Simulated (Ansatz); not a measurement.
System: IrH, charge 0, multiplicity 3. The spin state was set by rule; other spins were not relaxed. SMILES: [IrH]
Geometry from a B3LYP-D3(BJ)/def2-TZVP (Ansatz, a program for electronic structure) optimisation:
```
Ir
H 1 1.5590
```
Charge 0, spin multiplicity 3.

Computed values are from Ansatz. Cores are frozen in the correlated levels unless marked. Open shells are spin-unrestricted. Spin-orbit coupling is left out. The frozen core is the preceding noble-gas configuration, with the filled d and f shells of earlier blocks. Past Kr the def2 sets carry scalar-relativistic core potentials. CBS(X,Y): correlation extrapolated as X^-3; Hartree-Fock from the larger set.

Q: What is the T1 diagnostic at CCSD/def2-QZVPPD?

A: 0.031.

Q: What is the total energy at CCSD(T)/CBS(def2-TZVPPD,def2-QZVPPD)?

A: -104.3329 Eh.

Q: What is the vertical ionisation energy (to the quartet) at CCSD(T)/CBS(def2-TZVPPD,def2-QZVPPD)?

A: 8.78 eV.

Q: What is the atomisation energy De at CCSD(T)/CBS(def2-TZVPPD,def2-QZVPPD)?

A: 75.9 kcal/mol.

Q: What is the dipole moment at CCSD(T)/def2-SVPD?

A: 1.61 D.
